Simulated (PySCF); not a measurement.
# Zr²⁺ (zirconium, charge +2) across methods

[Kr] 4d2, high-spin 3F determinant. All numbers are calculated (PySCF 2.14, a scalar-relativistic core potential, in def2-QZVPPD with the def2 core potential (28 electrons)).

```json
{"method": "LDA", "E (hartree)": "-46.0116", "mean ε 4p α (eV)": "-47.742", "mean ε 4p β (eV)": "-46.537", "mean ε 4d α (eV)": "-18.140", "Σ⟨r²⟩ (bohr²)": "26.11", "⟨S²⟩": "2.000"}
{"method": "B3LYP", "E (hartree)": "-46.1872", "mean ε 4p α (eV)": "-49.805", "mean ε 4p β (eV)": "-48.287", "mean ε 4d α (eV)": "-19.310", "Σ⟨r²⟩ (bohr²)": "25.86", "⟨S²⟩": "2.001"}
{"method": "r2SCAN", "E (hartree)": "-46.1941", "mean ε 4p α (eV)": "-48.733", "mean ε 4p β (eV)": "-47.211", "mean ε 4d α (eV)": "-18.440", "Σ⟨r²⟩ (bohr²)": "25.75", "⟨S²⟩": "2.002"}
{"method": "M06", "E (hartree)": "-46.1302", "mean ε 4p α (eV)": "-49.944", "mean ε 4p β (eV)": "-48.397", "mean ε 4d α (eV)": "-19.190", "Σ⟨r²⟩ (bohr²)": "25.79", "⟨S²⟩": "2.001"}
{"method": "PBE0", "E (hartree)": "-46.1661", "mean ε 4p α (eV)": "-50.279", "mean ε 4p β (eV)": "-48.624", "mean ε 4d α (eV)": "-19.577", "Σ⟨r²⟩ (bohr²)": "25.77", "⟨S²⟩": "2.001"}
{"method": "M06-L", "E (hartree)": "-46.1981", "mean ε 4p α (eV)": "-48.402", "mean ε 4p β (eV)": "-46.821", "mean ε 4d α (eV)": "-18.075", "Σ⟨r²⟩ (bohr²)": "25.44", "⟨S²⟩": "2.002"}
{"method": "UHF", "E (hartree)": "-45.80313", "mean ε 4p α (eV)": "-56.894", "mean ε 4p β (eV)": "-53.688", "mean ε 4d α (eV)": "-23.015", "Σ⟨r²⟩ (bohr²)": "25.68", "⟨S²⟩": "2.005"}
{"method": "HSE06", "E (hartree)": "-46.1649", "mean ε 4p α (eV)": "-49.860", "mean ε 4p β (eV)": "-48.213", "mean ε 4d α (eV)": "-19.167", "Σ⟨r²⟩ (bohr²)": "25.79", "⟨S²⟩": "2.001"}
```

(1) Estimate the same row for PBE.

Energies and moments cover only the electrons outside the core potential.

Answers

(1) E (hartree) = -46.1692; mean ε 4p α (eV) = -47.764; mean ε 4p β (eV) = -46.549; mean ε 4d α (eV) = -18.239; Σ⟨r²⟩ (bohr²) = 25.92; ⟨S²⟩ = 2.001.
